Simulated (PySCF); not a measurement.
CHF2NOSi, SMILES O=C=N[SiH](F)F.

Geometry optimised at B3LYP-D3(BJ)/def2-SVP. This is a generated structure with no PubChem entry under its InChIKey; it may be hypothetical. Other conformers were not sampled.

These are SMD-M06-2X/def2-SVP run with PySCF values and carry that method's errors.

Solvation free energies are E(SMD) − E(gas) at the gas-phase geometry, for 1 M in both phases. In vacuum the dipole moment is 1.52 D.

```csv
solvent,ΔG(solv) (kcal/mol),its non-electrostatic (CDS) part,dipole (D)
water,2.3,6.5,1.89
2-propanol,-0.7,3.1,1.84
toluene,-1.5,0.0,1.65
```
